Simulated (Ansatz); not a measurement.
A first, cheap relaxation of C2H6ClNSi, SMILES `C[Si]1(Cl)CN1`.

```yaml
crystal:
  periodic: [false, false, false]
  atoms:
    - {symbol: C, position_ang: [-1.057800, -1.052900, 0.634600]}
    - {symbol: Si, position_ang: [0.415400, -0.056300, 0.482200]}
    - {symbol: Cl, position_ang: [1.941600, -0.585000, 1.643600]}
    - {symbol: C, position_ang: [0.708900, 1.421100, -0.583900]}
    - {symbol: N, position_ang: [0.929300, 0.094700, -1.142800]}
    - {symbol: H, position_ang: [-1.459300, -1.046900, 1.656600]}
    - {symbol: H, position_ang: [-0.952800, -2.036900, 0.280400]}
    - {symbol: H, position_ang: [-1.882600, -0.555900, 0.027800]}
    - {symbol: H, position_ang: [1.487300, 2.064000, -0.326500]}
    - {symbol: H, position_ang: [-0.251600, 1.913600, -0.912800]}
    - {symbol: H, position_ang: [0.187100, -0.216400, -1.738600]}
basis:
  gaussian: {orbitals: def2-SVP}
hamiltonian: {xc: pbe, dispersion: d4}
relax: {f_tol: 0.03, max_steps: 200}
```

```sh
$ ansatz run in.yaml --threads 4 --pin off --events-out ev --progress --plain
```

Output, abridged:

```
Functional definition: PBE
mean field -24039.05579479 eV, -883.4190062013 hartree, gradient 4.5e-5 eV, S^2 0.000000; 0 other end points of the search recorded, 0 dependent functions left out
relax step   1: F+E_penalty+E_count = -24039.32609908 eV  Δ(F+E_penalty+E_count) = +0.000e0 eV  max|allowed force component| = 4.040e0 eV/Å  Δτ_max = 0.0000 Å  (30 SCF iters, accepted)
mean field -24039.64508671 eV, -883.4406622799 hartree, gradient 1.5e-5 eV, S^2 0.000000; 0 other end points of the search recorded, 0 dependent functions left out
relax step   2: F+E_penalty+E_count = -24039.90755158 eV  Δ(F+E_penalty+E_count) = -5.815e-1 eV  max|allowed force component| = 1.189e0 eV/Å  Δτ_max = 0.1634 Å  (30 SCF iters, accepted)
mean field -24039.73968909 eV, -883.4441388532 hartree, gradient 1.1e-5 eV, S^2 0.000000; 0 other end points of the search recorded, 0 dependent functions left out
relax step   3: F+E_penalty+E_count = -24039.99979095 eV  Δ(F+E_penalty+E_count) = -9.224e-2 eV  max|allowed force component| = 4.028e-1 eV/Å  Δτ_max = 0.1999 Å  (29 SCF iters, accepted)
mean field -24039.76908661 eV, -883.4452191922 hartree, gradient 2.1e-5 eV, S^2 0.000000; 0 other end points of the search recorded, 0 dependent functions left out
relax step   4: F+E_penalty+E_count = -24040.02883332 eV  Δ(F+E_penalty+E_count) = -2.904e-2 eV  max|allowed force component| = 3.041e-1 eV/Å  Δτ_max = 0.0746 Å  (30 SCF iters, accepted)
mean field -24039.77842518 eV, -883.4455623784 hartree, gradient 2.1e-5 eV, S^2 0.000000; 0 other end points of the search recorded, 0 dependent functions left out
relax step   5: F+E_penalty+E_count = -24040.03828094 eV  Δ(F+E_penalty+E_count) = -9.448e-3 eV  max|allowed force component| = 3.223e-1 eV/Å  Δτ_max = 0.0648 Å  (31 SCF iters, accepted)
mean field -24039.78576758 eV, -883.4458322066 hartree, gradient 2.1e-5 eV, S^2 0.000000; 0 other end points of the search recorded, 0 dependent functions left out
relax step   6: F+E_penalty+E_count = -24040.04574313 eV  Δ(F+E_penalty+E_count) = -7.462e-3 eV  max|allowed force component| = 3.531e-1 eV/Å  Δτ_max = 0.0825 Å  (30 SCF iters, accepted)
mean field -24039.76995429 eV, -883.4452510789 hartree, gradient 7.8e-6 eV, S^2 0.000000; 0 other end points of the search recorded, 0 dependent functions left out
relax step   7: F+E_penalty+E_count = -24040.03026562 eV  Δ(F+E_penalty+E_count) = +1.548e-2 eV  max|allowed force component| = 1.049e0 eV/Å  Δτ_max = 0.0964 Å  (29 SCF iters, rejected (line search))
mean field -24039.79539713 eV, -883.4461860861 hartree, gradient 2.1e-5 eV, S^2 0.000000; 0 other end points of the search recorded, 0 dependent functions left out
relax step   8: F+E_penalty+E_count = -24040.05543217 eV  Δ(F+E_penalty+E_count) = -9.689e-3 eV  max|allowed force component| = 6.629e-2 eV/Å  Δτ_max = 0.0470 Å  (30 SCF iters, accepted)
mean field -24039.79889021 eV, -883.4463144544 hartree, gradient 2.1e-5 eV, S^2 0.000000; 0 other end points of the search recorded, 0 dependent functions left out
relax step   9: F+E_penalty+E_count = -24040.05867989 eV  Δ(F+E_penalty+E_count) = -3.248e-3 eV  max|allowed force component| = 7.105e-2 eV/Å  Δτ_max = 0.0707 Å  (30 SCF iters, accepted)
mean field -24039.79950927 eV, -883.4463372045 hartree, gradient 2.1e-5 eV, S^2 0.000000; 0 other end points of the search recorded, 0 dependent functions left out
relax step  10: F+E_penalty+E_count = -24040.05919739 eV  Δ(F+E_penalty+E_count) = -5.175e-4 eV  max|allowed force component| = 1.126e-1 eV/Å  Δτ_max = 0.0450 Å  (30 SCF iters, accepted)
mean field -24039.79988441 eV, -883.4463509905 hartree, gradient 2.1e-5 eV, S^2 0.000000; 0 other end points of the search recorded, 0 dependent functions left out
relax step  11: F+E_penalty+E_count = -24040.05959201 eV  Δ(F+E_penalty+E_count) = -3.946e-4 eV  max|allowed force component| = 4.263e-2 eV/Å  Δτ_max = 0.0093 Å  (32 SCF iters, accepted)
mean field -24039.79996830 eV, -883.4463540735 hartree, gradient 2.1e-5 eV, S^2 0.000000; 0 other end points of the search recorded, 0 dependent functions left out
relax step  12: F+E_penalty+E_count = -24040.05965937 eV  Δ(F+E_penalty+E_count) = -6.736e-5 eV  max|allowed force component| = 3.597e-2 eV/Å  Δτ_max = 0.0054 Å  (31 SCF iters, accepted)
mean field -24039.79999876 eV, -883.4463551926 hartree, gradient 2.2e-5 eV, S^2 0.000000; 0 other end points of the search recorded, 0 dependent functions left out
relax step  13: F+E_penalty+E_count = -24040.05968893 eV  Δ(F+E_penalty+E_count) = -2.956e-5 eV  max|allowed force component| = 5.151e-3 eV/Å  Δτ_max = 0.0028 Å  (24 SCF iters, accepted)
mean field -24039.79999876 eV, -883.4463551926 hartree, gradient 2.2e-5 eV, S^2 0.000000; 1 other end points of the search recorded, 0 dependent functions left out
Total energy: -24040.05972431 eV, -883.4558999306 hartree
Atom 0 at    -1.154343    -1.037061     0.733814 Å, force    -0.000099     0.001066     0.000122 eV/Å
Atom 1 at     0.469295    -0.190728     0.353497 Å, force     0.000857     0.001657    -0.005151 eV/Å
Atom 2 at     1.928136    -0.863892     1.675972 Å, force     0.000706     0.000152     0.001055 eV/Å
Atom 3 at     0.579866     1.434407    -0.533537 Å, force    -0.002722    -0.001466    -0.004146 eV/Å
Atom 4 at     1.004561     0.178533    -1.237383 Å, force    -0.001527    -0.003572     0.003641 eV/Å
Atom 5 at    -1.460283    -0.848144     1.782176 Å, force    -0.000154    -0.001097     0.000034 eV/Å
Atom 6 at    -1.062583    -2.133748     0.599495 Å, force     0.000823     0.000266    -0.000626 eV/Å
Atom 7 at    -1.943591    -0.658121     0.054657 Å, force    -0.000216     0.000479     0.000778 eV/Å
Atom 8 at     1.385147     2.177267    -0.363822 Å, force    -0.000006    -0.000308     0.000847 eV/Å
Atom 9 at    -0.368276     1.916615    -0.857734 Å, force     0.001321     0.001088     0.001676 eV/Å
Atom 10 at     0.687573    -0.032029    -2.186533 Å, force     0.001018     0.001735     0.001770 eV/Å
Dipole moment:    -0.527540    -0.040901    -0.174958 e Å
```

It took 17 s on 4 threads of a server CPU on a shared host, with 0.16 GiB of host memory at the peak.
